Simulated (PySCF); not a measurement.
CH6SSeSi, SMILES [Se]([SiH3])SC.

The structure is a stationary point at B3LYP-D3(BJ)/def2-SVP. This is a generated structure with no PubChem entry under its InChIKey; it may be hypothetical. The values are those of a single conformer.

These are PySCF 2.14.0 with B3LYP-D3(BJ)/def2-SVP values and carry that method's errors.

Frequencies are harmonic and unscaled.

```json
[
 {"mode": "1", "ν (cm⁻¹)": "76", "IR (km/mol)": "0.9", "Raman (Å⁴/amu)": "2.6", "depolarisation": "0.68", "moving atoms (share of kinetic energy)": "C 39 %, H 24 %, Si 22 %, Se 9 %"},
 {"mode": "2", "ν (cm⁻¹)": "114", "IR (km/mol)": "1.2", "Raman (Å⁴/amu)": "2.7", "depolarisation": "0.58", "moving atoms (share of kinetic energy)": "S 36 %, Si 28 %, H 21 %, Se 14 %"},
 {"mode": "3", "ν (cm⁻¹)": "155", "IR (km/mol)": "0.1", "Raman (Å⁴/amu)": "0.5", "depolarisation": "0.66", "moving atoms (share of kinetic energy)": "H 93 %"},
 {"mode": "4", "ν (cm⁻¹)": "180", "IR (km/mol)": "0.9", "Raman (Å⁴/amu)": "0.2", "depolarisation": "0.20", "moving atoms (share of kinetic energy)": "H 88 %, S 8 %"},
 {"mode": "5", "ν (cm⁻¹)": "214", "IR (km/mol)": "0.7", "Raman (Å⁴/amu)": "4.4", "depolarisation": "0.46", "moving atoms (share of kinetic energy)": "C 39 %, H 27 %, S 17 %, Se 17 %"},
 {"mode": "6", "ν (cm⁻¹)": "376", "IR (km/mol)": "3.8", "Raman (Å⁴/amu)": "7.5", "depolarisation": "0.74", "moving atoms (share of kinetic energy)": "S 45 %, Se 29 %, Si 21 %"},
 {"mode": "7", "ν (cm⁻¹)": "386", "IR (km/mol)": "8.7", "Raman (Å⁴/amu)": "17.7", "depolarisation": "0.09", "moving atoms (share of kinetic energy)": "Si 43 %, S 26 %, Se 24 %"},
 {"mode": "8", "ν (cm⁻¹)": "591", "IR (km/mol)": "10.9", "Raman (Å⁴/amu)": "14.6", "depolarisation": "0.75", "moving atoms (share of kinetic energy)": "H 87 %, Si 11 %"},
 {"mode": "9", "ν (cm⁻¹)": "595", "IR (km/mol)": "11.0", "Raman (Å⁴/amu)": "15.5", "depolarisation": "0.75", "moving atoms (share of kinetic energy)": "H 91 %"},
 {"mode": "10", "ν (cm⁻¹)": "694", "IR (km/mol)": "1.9", "Raman (Å⁴/amu)": "8.9", "depolarisation": "0.33", "moving atoms (share of kinetic energy)": "C 57 %, S 30 %, H 12 %"},
 {"mode": "11", "ν (cm⁻¹)": "911", "IR (km/mol)": "359.2", "Raman (Å⁴/amu)": "15.9", "depolarisation": "0.50", "moving atoms (share of kinetic energy)": "H 92 %"},
 {"mode": "12", "ν (cm⁻¹)": "935", "IR (km/mol)": "49.7", "Raman (Å⁴/amu)": "24.8", "depolarisation": "0.75", "moving atoms (share of kinetic energy)": "H 97 %"},
 {"mode": "13", "ν (cm⁻¹)": "952", "IR (km/mol)": "30.7", "Raman (Å⁴/amu)": "15.8", "depolarisation": "0.75", "moving atoms (share of kinetic energy)": "H 95 %"},
 {"mode": "14", "ν (cm⁻¹)": "963", "IR (km/mol)": "18.8", "Raman (Å⁴/amu)": "6.2", "depolarisation": "0.64", "moving atoms (share of kinetic energy)": "H 79 %, C 17 %"},
 {"mode": "15", "ν (cm⁻¹)": "966", "IR (km/mol)": "7.8", "Raman (Å⁴/amu)": "4.9", "depolarisation": "0.74", "moving atoms (share of kinetic energy)": "H 84 %, C 14 %"},
 {"mode": "16", "ν (cm⁻¹)": "1327", "IR (km/mol)": "3.8", "Raman (Å⁴/amu)": "4.5", "depolarisation": "0.51", "moving atoms (share of kinetic energy)": "H 86 %, C 14 %"},
 {"mode": "17", "ν (cm⁻¹)": "1432", "IR (km/mol)": "9.3", "Raman (Å⁴/amu)": "20.3", "depolarisation": "0.73", "moving atoms (share of kinetic energy)": "H 96 %"},
 {"mode": "18", "ν (cm⁻¹)": "1454", "IR (km/mol)": "10.0", "Raman (Å⁴/amu)": "13.9", "depolarisation": "0.71", "moving atoms (share of kinetic energy)": "H 95 %"},
 {"mode": "19", "ν (cm⁻¹)": "2215", "IR (km/mol)": "103.0", "Raman (Å⁴/amu)": "283.5", "depolarisation": "0.10", "moving atoms (share of kinetic energy)": "H 98 %"},
 {"mode": "20", "ν (cm⁻¹)": "2228", "IR (km/mol)": "87.0", "Raman (Å⁴/amu)": "89.4", "depolarisation": "0.62", "moving atoms (share of kinetic energy)": "H 96 %"},
 {"mode": "21", "ν (cm⁻¹)": "2241", "IR (km/mol)": "86.9", "Raman (Å⁴/amu)": "117.8", "depolarisation": "0.47", "moving atoms (share of kinetic energy)": "H 96 %"},
 {"mode": "22", "ν (cm⁻¹)": "3036", "IR (km/mol)": "15.8", "Raman (Å⁴/amu)": "181.1", "depolarisation": "0.06", "moving atoms (share of kinetic energy)": "H 98 %"},
 {"mode": "23", "ν (cm⁻¹)": "3139", "IR (km/mol)": "2.4", "Raman (Å⁴/amu)": "113.5", "depolarisation": "0.69", "moving atoms (share of kinetic energy)": "H 90 %, C 10 %"},
 {"mode": "24", "ν (cm⁻¹)": "3155", "IR (km/mol)": "4.7", "Raman (Å⁴/amu)": "53.5", "depolarisation": "0.72", "moving atoms (share of kinetic energy)": "H 90 %, C 10 %"}
]
```
